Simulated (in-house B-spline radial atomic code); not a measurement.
**Ionising Gd III (Gd2+) with different functionals**

Computed with a B-spline radial code for spherical atoms: scalar-relativistic (spin-free X2C) Hamiltonian, Fermi nucleus of rms radius 5.1569 fm, spin-polarised at highest spin, spherical fractional occupations for the functionals, and exact exchange of hybrids averaged over the configuration. The ionisation energy is the difference of two self-consistent energies, [Xe] 4f7 5d1 → [Xe] 4f7, without Breit or QED terms; ε is the level of the shell that loses the electron (its least bound occupied spin orbital). There is no spin-orbit coupling in this Hamiltonian.

```csv
method,rung,ΔSCF (eV),-ε(5d) (eV)
PBE0,global hybrid,20.32,16.95
B3LYP,global hybrid,20.40,16.74
TPSSh,global hybrid,?,?
BHandHLYP,global hybrid,20.25,18.02
r2SCAN0,global hybrid,20.10,16.82
B97-1,global hybrid,20.12,16.49
HSE06,range-separated hybrid,20.31,16.54
wB97X,range-separated hybrid,?,?
CAM-B3LYP,range-separated hybrid,20.42,18.35
LC-wPBE,range-separated hybrid,20.30,19.66
```

Q: What does TPSSh give?

A: ΔSCF 20.20 eV, and -ε(5d) = 16.08 eV.

Q: What does wB97X give?

A: ΔSCF 19.91 eV, and -ε(5d) = 19.01 eV.

Q: Among the functionals, which spreads more, the ΔSCF values or the orbital energies?

A: The orbital energies: ΔSCF values span about 0.52 eV and the orbital energies 3.57 eV; here energy differences depend much less on the functional than eigenvalues do.

Q: How do they compare with the NIST value?

A: NIST lists 20.54 eV ± 0.03 (semi-empirical, ground level to ground level). Errors run from -0.63 to -0.12 eV; CAM-B3LYP is closest (-0.12 eV), though others lie within the uncertainty of it, and part of that can be cancellation, since the calculations leave out spin-orbit coupling, Breit-QED terms, multiplet and fine-structure energies.
